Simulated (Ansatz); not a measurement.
Geometry optimisation, Ansatz, RKS PBE0-D4/6-31G*.

input.yaml

```yaml
crystal:
  periodic: [false, false, false]
  atoms:
    - { symbol: B, position_ang: [0.0, 0.0, 0.0] }
    - { symbol: H, position_ang: [0.0, 0.0, 1.54] }
    - { symbol: Cl, position_ang: [1.6108, 0.0, -0.93] }
    - { symbol: "N", position_ang: [-1.3423, 0.0, -0.775] }
    - { symbol: H, position_ang: [-2.0112, -0.8164, -0.6764] }
    - { symbol: H, position_ang: [-1.5914, 0.8164, -1.4036] }
    - { symbol: "N", position_ang: [0.0829, 1.7537, 0.5833] }
    - { symbol: H, position_ang: [0.4765, 1.9752, 1.5423] }
    - { symbol: H, position_ang: [-0.2631, 2.537, -0.0414] }
    - { symbol: H, position_ang: [0.0424, 0.8968, 1.5631] }
basis:
  gaussian: { orbitals: "6-31G*" }
hamiltonian:
  xc: pbe0
  dispersion: d4
relax:
  f_tol: 0.15
  max_steps: 25
  restrain:
    - { distance: [0, 6], at: 1.55, k: 30.0 }
    - { distance: [9, 1], at: 0.66, k: 30.0 }
    - { distance: [0, 1], at: 2.39, k: 30.0 }
    - { distance: [9, 6], at: 2.26, k: 30.0 }
```

Run as:

```bash
$ ansatz run input.yaml --threads 1 --pin off --max-ram 2048MiB --backend cpu --events-out ev --progress --plain --runs-dir out
```

Problem. Where does it end, and by what steps?

Solution. The forces met the threshold. The restraints hold the end off the free minimum; the threshold counts their pulls, which the force column leaves out. Restrained pairs: B1–N7 (1.85 → 1.48 Å), H2–H10 (0.90 → 0.71 Å), B1–H2 (1.54 → 2.40 Å), N7–H10 (1.30 → 2.27 Å). After 16 steps the energy has fallen by 6.162 eV (the restraints' own energy left out); H8 moved furthest, 1.32 Å.

| step | energy less start (eV) | largest force component (eV/Å) | accepted |
| --- | --- | --- | --- |
| 0 | 0.0000 | 5.145 | yes |
| 1 | -1.2397 | 6.005 | yes |
| 2 | -2.5063 | 5.121 | yes |
| 3 | -3.9528 | 3.282 | yes |
| 4 | -4.7840 | 1.931 | yes |
| 5 | -5.3622 | 1.359 | yes |
| 6 | -5.7680 | 1.909 | yes |
| 7 | -6.0010 | 1.799 | yes |
| 8 | -6.1099 | 2.086 | yes |
| 9 | -6.1434 | 2.151 | yes |
| 10 | -6.1852 | 2.206 | no |
| 11 | -6.1673 | 2.201 | yes |
| 12 | -6.1633 | 2.216 | yes |
| 13 | -6.1566 | 2.017 | yes |
| 14 | -6.1574 | 2.062 | yes |
| 15 | -6.1834 | 2.065 | no |
| 16 | -6.1624 | 2.013 | yes |

```xyz
10
Properties=species:S:1:pos:R:3
B 0.022 0.613 -0.316
H -0.443 -0.282 1.866
Cl 1.474 -0.410 -0.499
N -1.203 0.137 -0.800
H -1.299 -0.783 -1.196
H -2.072 0.630 -0.677
N 0.189 1.926 0.347
H 1.117 2.307 0.440
H -0.525 2.630 0.273
H -0.257 0.395 1.962
```

Time of the run: 62 s on 1 thread of Arm Neoverse V1 (shared host), peak memory 0.15 GiB.
